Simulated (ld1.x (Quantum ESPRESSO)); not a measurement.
Scattering properties, TM potential for holmium

Ho, norm-conserving Troullier–Martins (Kleinman–Bylander form), made with ld1.x (Quantum ESPRESSO) 7.5 (PBEsol, fully relativistic). Core [Kr] 4d10, reference 4f11 5s2 5p6 5d0 6s2 6p0. Waves: 5s (bound): rc 2.00 bohr; 5d (bound, empty): rc 3.30 bohr; 4f (bound): rc 1.35 bohr; 5p (bound): rc 1.90 bohr. Local part: the p channel. Core correction: Bessel-smoothed model core inside 0.75 bohr.

Open shells are filled in proportion to 2j + 1 (rel_dist='average').

Occupied shells without a wave of their own: 6s. They enter only through the test configuration that unscreens the potential, and ld1.x also counts them in the model core charge.

The phase is arctan(r·u′/u) with u = r·R(r), unwrapped; energies in Ry, scanned from -6 to 5 Ry. A pole is an energy at which the radial function vanishes at the test radius. The pseudo phase is shifted by a multiple of π to meet the all-electron one at the reference energy, and phase errors are pseudo minus all-electron; the curves can meet again beyond the range given. Levels narrower than the energy grid can be missing from the lists of poles.

Task: For each channel, where are the poles, and over which energies does the pseudopotential scatter like the atom?

Result:

```csv
channel,radius (bohr),reference energy (Ry),"poles, all-electron","poles, pseudo",unbroken range about the reference energy with phases within 0.05 rad,phase error 1 Ry above the reference energy (rad)
s,3.58,-3.70,"-3.69, 0.89","-3.69, 1.02",below -0.6,+0.000
p1/2,3.58,-2.17,"-2.15, 1.64","-1.88, 1.71",not even at the reference energy,-3.126
p3/2,3.58,-1.80,"-1.76, 1.89","-1.88, 1.71",not even at the reference energy,-0.013
d3/2,3.58,-0.09,"0.28, 3.52","0.29, 3.67",below 1.3,+0.008
d5/2,3.58,-0.07,"0.33, 3.59","0.33, 3.72",below 1.4,+0.006
f5/2,3.58,-0.27,"-0.26, 2.38","-0.26, 2.43",below 3.4,+0.004
f7/2,3.58,-0.20,"-0.19, 2.40","-0.19, 2.44",below 3.4,+0.005
```

A Bessel basis up to 400 Ry misses an occupied level by 2.11 Ry, so cutoffs and ghosts were not judged. The potential misses its own reference levels by up to 3.5 eV, so it is not fit for use. ld1.x takes every shell without a wave as core, so the model core holds the 6s electrons as well and exchange and correlation see them twice. This cancels in the reference configuration, but the file is broken for other ones, and its errors say nothing about a proper core correction.

Phases in the s channel:

| E (Ry) | all-electron | pseudo |
| --- | --- | --- |
| -6.00 | 1.451 | 1.451 |
| -5.48 | 1.444 | 1.444 |
| -4.96 | 1.437 | 1.437 |
| -4.44 | 1.427 | 1.427 |
| -3.92 | 1.413 | 1.413 |
| -3.40 | -1.733 | -1.733 |
| -2.88 | -1.754 | -1.754 |
| -2.36 | -1.780 | -1.780 |
| -1.84 | -1.820 | -1.819 |
| -1.32 | -1.895 | -1.892 |
| -0.80 | -2.094 | -2.079 |
| -0.28 | -3.304 | -3.129 |
| 0.24 | -4.478 | -4.427 |
| 0.76 | -4.685 | -4.657 |
| 1.28 | -4.783 | -4.756 |
| 1.80 | -4.874 | -4.834 |
| 2.32 | -5.027 | -4.939 |
| 2.84 | -5.620 | -5.193 |
| 3.36 | -7.283 | -6.563 |
| 3.88 | -7.634 | -7.508 |
| 4.40 | -7.742 | -7.692 |
| 4.92 | -7.798 | -7.769 |
